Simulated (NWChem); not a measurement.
Molecule: SbH₂O₂F; SMILES [OH][Sb]([OH])[F]

```xyz
6

Sb    -0.0183    -0.0595     0.3698
F      1.3414     1.0231    -0.5005
O      0.1785    -1.6372    -0.7839
H      0.0197    -1.4455    -1.7184
O     -1.4420     0.8664    -0.6318
H     -1.0497     1.4357    -1.3093
```
Atoms are numbered in this order, from 1.

All runs: NWChem. All runs use the structure optimised with PBE0/def2-SVP. def2 effective core potentials on Sb; no spin-orbit coupling.

What does the run give for MPW1K/def2-SVP? Quantities: highest occupied level (eV); orbital gap (eV); dipole (D).


```json
{
 "highest occupied level (eV)": "-9.54",
 "orbital gap (eV)": "9.07",
 "dipole (D)": "0.80"
}
```
